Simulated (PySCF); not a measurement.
Ground-state electric properties of a mixed set of molecules.

All values: CAM-B3LYP/def2-SVPD (PySCF) at PBE0-D3(BJ)/def2-SVP geometries, gas phase, one conformer each. Core orbitals are frozen in the response; Δα² is half the sum of the squared differences of the principal polarisabilities.

Question: Rank by mean static polarisability, highest first.
A. `FB(F)[SiH2]B(C)C`
B. `CC1=CC(=O)CC(C)(C)C1`
C. `C1CC21C[C@H]2/C=C\OCC`
D. `CCC[SiH2]OC`
E. `CO[Si](C)(C)C`

Answer: C (16.70 Å³), B (16.07 Å³), A (12.32 Å³), D (12.09 Å³), E (11.66 Å³).

Question: Rank by polarisability anisotropy Δα, highest first.
A. `Clc1nsc(Cl)n1` (3,5-dichloro-1,2,4-thiadiazole)
B. `[CH3:1][CH2:2][CH2:3][SiH2:4][O:5][CH3:6]` with C1–C2–C3–Si4 -178°, C2–C3–Si4–O5 59°, C3–Si4–O5–C6 -177°
C. `[CH3:1][CH2:2][O:3]/[CH:4]=[CH:5]\[C@@H:6]1[CH2:7][C:8]12[CH2:9][CH2:10]2` with C1–C2–O3–C4 169°, C2–O3–C4–C5 8°, C4–C5–C6–C7 -136°
D. `CO[Si](C)(C)C` (Si(OMe)Me3)
E. `[CH3:1][B:2]([CH3:3])[SiH2:4][B:5]([F:6])[F:7]` with C1–B2–Si4–B5 92°, B2–Si4–B5–F6 -84°
F. `[CH3:1][C:2]1=[CH:3][C:4](=[O:5])[CH2:6][C:7]([CH3:8])([CH3:9])[CH2:10]1` with C2–C3–C4–O5 -177°, C3–C4–C6–C7 -34°, C4–C6–C7–C8 -66°, C6–C7–C10–C2 -48° (isophorone)

Answer: A (7.58 Å³), C (6.79 Å³), F (5.17 Å³), B (3.18 Å³), E (2.21 Å³), D (0.95 Å³).

Question: Rank by HOMO–LUMO gap, lowest first.
A. `CCO/C=C\[C@@H]1CC12CC2`
B. `CB(C)[SiH2]B(F)F`
C. `CCC[SiH2]OC`
D. `CO[Si](C)(C)C`
E. `CC1=CC(=O)CC(C)(C)C1`

Answer: E (8.22 eV), B (8.37 eV), A (8.61 eV), D (10.12 eV), C (10.72 eV).

All values together:

```csv
SMILES,formula,μ (D),HOMO (eV),LUMO (eV),α (Å³),Δα (Å³),electrons,α per electron (Å³),ΔSCF removal energy (eV)
CO[Si](C)(C)C,C4H12OSi,1.12,-9.03,1.09,11.66,0.95,58,0.201,–
CB(C)[SiH2]B(F)F,C2H8B2F2Si,2.01,-9.01,-0.64,12.32,2.21,62,0.199,9.73
CCC[SiH2]OC,C4H12OSi,0.34,-9.38,1.34,12.09,3.18,58,0.208,10.22
CCO/C=C\[C@@H]1CC12CC2,C9H14O,1.26,-7.30,1.31,16.70,6.79,76,0.220,7.93
CC1=CC(=O)CC(C)(C)C1,C9H14O,4.57,-8.44,-0.22,16.07,5.17,76,0.211,8.96
Clc1nsc(Cl)n1,C2Cl2N2S,2.04,-9.35,-1.03,12.02,7.58,76,0.158,–
COC[C@H](C)[SiH3],C4H12OSi,1.80,-9.04,1.20,12.39,2.06,58,0.214,9.84
```

Conformers: `[CH3:1][B:2]([CH3:3])[SiH2:4][B:5]([F:6])[F:7]` with C1–B2–Si4–B5 92°, B2–Si4–B5–F6 -84°; `[CH3:1][CH2:2][CH2:3][SiH2:4][O:5][CH3:6]` with C1–C2–C3–Si4 -178°, C2–C3–Si4–O5 59°, C3–Si4–O5–C6 -177°; `[CH3:1][CH2:2][O:3]/[CH:4]=[CH:5]\[C@@H:6]1[CH2:7][C:8]12[CH2:9][CH2:10]2` with C1–C2–O3–C4 169°, C2–O3–C4–C5 8°, C4–C5–C6–C7 -136°; `[CH3:1][C:2]1=[CH:3][C:4](=[O:5])[CH2:6][C:7]([CH3:8])([CH3:9])[CH2:10]1` with C2–C3–C4–O5 -177°, C3–C4–C6–C7 -34°, C4–C6–C7–C8 -66°, C6–C7–C10–C2 -48°; `[CH3:1][O:2][CH2:3][C@H:4]([CH3:5])[SiH3:6]` with C1–O2–C3–C4 179°, O2–C3–C4–C5 72°.

A dash marks a removal energy that wasn't run or isn't settled.

Q: By how much does the ΔSCF value exceed −ε(HOMO) over the species that have both?

A: By 0.52 to 0.84 eV, 0.70 eV on average, over 5 species.
